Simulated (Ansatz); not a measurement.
Reaction (ligand exchange at a B–O bond): `NB(O)O` + H–F → `NB(O)F` + H₂O

Calculated with Ansatz (gas phase, PBE0-D4/def2-TZVP geometries, no zero-point term in ΔE). CCSD(T)/CBS is the MP2 limit (def2-TZVPP, def2-QZVPP) plus CCSD(T) − MP2 in def2-TZVPP, frozen cores. This one scheme is used for every species. DFT in def2-TZVPP. B3LYP here is the variant with VWN-RPA as its local correlation; programs differ in this. One conformer a species, not always the lowest.

(1) Is it downhill or uphill in electronic energy at CCSD(T)/CBS, and by how much? (Estimate.)

(2) What do these levels give: LDA (SPW92), PBE-D4, CAM-B3LYP-D4, B3LYP, MP2/def2-TZVPP, HF/CBS(def2)? (Best estimate.)

Largest T1 diagnostic among the species: 0.011.

Answers

(1) The calculation gave: Downhill: ΔE = -4.9 kcal/mol.

(2) Ansatz gave: LDA (SPW92) -4.4, PBE-D4 -5.1, CAM-B3LYP-D4 -5.7, B3LYP -6.2, MP2/def2-TZVPP -4.5, HF/CBS(def2) -6.9 kcal/mol.

Leaving LDA and LC-ωPBE aside and taking each functional with its dispersion term where it has one, the values, not all of them listed here, spread over 1.6 kcal/mol, from B97M-V to revPBE-D4. LDA lies +1.1 kcal/mol from PBE without D4. In def2-TZVPP, CCSD(T) changes the Hartree–Fock value by +1.8 kcal/mol (the triples alone add +0.2 kcal/mol) and MP2 by +2.4 kcal/mol.
